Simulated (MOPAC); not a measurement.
Input for MOPAC: PM3 on GeH4N2 (SMILES [NH2][Ge][NH2]), a point of a torsion scan.

```
PM3 1SCF PRECISE CHARGE=0 THREADS=1
GeH4N2

N      1.40936923 1     0.12094436 1    -0.27733701 1
Ge     0.16573086 1     0.41828098 1     1.10622652 1
N      0.57586052 1    -1.00076164 1     2.19084170 1
H      1.32010198 1    -0.76508429 1    -0.76069732 1
H      2.38510741 1     0.21629339 1    -0.02312581 1
H      1.28148343 1    -1.70601410 1     2.03337620 1
H      0.10236538 1    -1.19790800 1     3.05875951 1
```

It printed:

```
*******************************************************************************
 **                                                                           **
 **                              MOPAC v23.2.5                                **
 **                                                                           **
 *******************************************************************************
 ** MOPAC's Digital Object Identifier: https://doi.org/10.5281/zenodo.6511958 **
 **                                                                           **
 ** Please cite the open-source release paper for use of this MOPAC version:  **
 ** J. E. Moussa and J. J. P. Stewart (2026)                                  **
 ** MOPAC: An open-source semiempirical molecular orbital program             **
 ** J. Open Source Softw., 11(119), 8025, https://doi.org/10.21105/joss.08025 **
 *******************************************************************************

                              PM3 CALCULATION RESULTS

 *******************************************************************************
 *  PM3        - The PM3 Hamiltonian to be used
 *
 *
 *
 *                 CHARGE ON SYSTEM = 0
 *
 *
 *
 *  PRECISE    - TIGHTER CRITERIA TO BE USED
 *  1SCF       - DO 1 SCF AND THEN STOP
 *  THREADS=1  - MULTI-THREADING NOT USED
 *  T=         - A TIME OF 172800.0 SECONDS REQUESTED
 *  DUMP=N     - RESTART FILE WRITTEN EVERY 7200.0 SECONDS REQUESTED
 *******************************************************************************
PM3 1SCF PRECISE CHARGE=0 THREADS=1
 GeH4N2

   ATOM   CHEMICAL          X               Y               Z
  NUMBER   SYMBOL      (ANGSTROMS)     (ANGSTROMS)     (ANGSTROMS)

     1       N          1.40936923  *   0.12094436  *  -0.27733701  *
     2      Ge          0.16573086  *   0.41828098  *   1.10622652  *
     3       N          0.57586052  *  -1.00076164  *   2.19084170  *
     4       H          1.32010198  *  -0.76508429  *  -0.76069732  *
     5       H          2.38510741  *   0.21629339  *  -0.02312581  *
     6       H          1.28148343  *  -1.70601410  *   2.03337620  *
     7       H          0.10236538  *  -1.19790800  *   3.05875951  *



          CARTESIAN COORDINATES

    NO.       ATOM           X           Y           Z

     1         N          1.4094      0.1209     -0.2773
     2        Ge          0.1657      0.4183      1.1062
     3         N          0.5759     -1.0008      2.1908
     4         H          1.3201     -0.7651     -0.7607
     5         H          2.3851      0.2163     -0.0231
     6         H          1.2815     -1.7060      2.0334
     7         H          0.1024     -1.1979      3.0588

  H: (PM3): J. J. P. STEWART, J. COMP. CHEM. 10, 209 (1989).
  N: (PM3): J. J. P. STEWART, J. COMP. CHEM. 10, 209 (1989).
 Ge: (PM3): J. J. P. STEWART, J. COMP. CHEM. 12, 320-341 (1991).

           Empirical Formula: H4 N2 Ge  =     7 atoms



      MOLECULAR POINT GROUP   :   Cs


      RHF CALCULATION, NO. OF DOUBLY OCCUPIED LEVELS = 9


 -------------------------------------------------------------------------------
 PM3 1SCF PRECISE CHARGE=0 THREADS=1
 GeH4N2



     1SCF WAS SPECIFIED, SO BFGS WAS NOT USED
     SCF FIELD WAS ACHIEVED


                              PM3 CALCULATION
                                                       MOPAC v23.2.5 Linux




          FINAL HEAT OF FORMATION =          8.02871 KCAL/MOL =      33.59211 KJ/MOL


          COSMO AREA              =        102.58 SQUARE ANGSTROMS
          COSMO VOLUME            =         89.71 CUBIC ANGSTROMS

          IONIZATION POTENTIAL    =          8.936718 EV
          HOMO LUMO ENERGIES (EV) =         -8.937 -0.166
          NO. OF FILLED LEVELS    =          9
          MOLECULAR WEIGHT        =        104.6350         POINT GROUP:  Cs

          MOLECULAR DIMENSIONS (Angstroms)

            Atom       Atom       Distance
            H     7    H     5     4.08765
           Ge     2    H     6     2.44123
            H     5    H     4     1.58014


          SCF CALCULATIONS        =          1





   ATOM   CHEMICAL          X               Y               Z
  NUMBER   SYMBOL      (ANGSTROMS)     (ANGSTROMS)     (ANGSTROMS)

     1       N          1.40936923  *   0.12094436  *  -0.27733701  *
     2      Ge          0.16573086  *   0.41828098  *   1.10622652  *
     3       N          0.57586052  *  -1.00076164  *   2.19084170  *
     4       H          1.32010198  *  -0.76508429  *  -0.76069732  *
     5       H          2.38510741  *   0.21629339  *  -0.02312581  *
     6       H          1.28148343  *  -1.70601410  *   2.03337620  *
     7       H          0.10236538  *  -1.19790800  *   3.05875951  *

                             CARTESIAN COORDINATES

   1    N        1.409369230     0.120944360    -0.277337010
   2   Ge        0.165730860     0.418280980     1.106226520
   3    N        0.575860520    -1.000761640     2.190841700
   4    H        1.320101980    -0.765084290    -0.760697320
   5    H        2.385107410     0.216293390    -0.023125810
   6    H        1.281483430    -1.706014100     2.033376200
   7    H        0.102365380    -1.197908000     3.058759510


           Empirical Formula: H4 N2 Ge  =     7 atoms



      MOLECULAR POINT GROUP   :   Cs


                  EIGENVALUES
 -28.06300 -26.44059 -15.31037 -14.95517 -14.47176 -12.37739  -9.33965  -9.27866
  -8.93672  -0.16559   1.31289   1.77591   4.71405   5.00625   5.71337   5.87497


              NET ATOMIC CHARGES AND DIPOLE CONTRIBUTIONS

  ATOM NO.   TYPE          CHARGE      No. of ELECS.   s-Pop       p-Pop
    1          N          -0.390801        5.3908     1.50451     3.88629
    2         Ge           0.607827        3.3922     1.77369     1.61849
    3          N          -0.377094        5.3771     1.45384     3.92325
    4          H           0.034101        0.9659     0.96590
    5          H           0.036216        0.9638     0.96378
    6          H           0.036537        0.9635     0.96346
    7          H           0.053213        0.9468     0.94679
 DIPOLE           X         Y         Z       TOTAL
 POINT-CHG.    -2.323     2.114     0.792     3.239
 HYBRID         2.758    -3.634     0.459     4.585
 SUM            0.436    -1.520     1.252     2.017


          ATOMIC ORBITAL ELECTRON POPULATIONS

     Atom    s        px        py        pz
    1  N   1.50451   1.07641   1.33986   1.47003
    2 Ge   1.77369   0.58128   0.58759   0.44961
    3  N   1.45384   1.35063   1.32296   1.24966
    4  H   0.96590
    5  H   0.96378
    6  H   0.96346
    7  H   0.94679

 **********************
 *                    *
 * JOB ENDED NORMALLY *
 *                    *
 **********************




 == MOPAC DONE ==
```

The run finished.

Cost: very roughly 0.03 core-seconds.
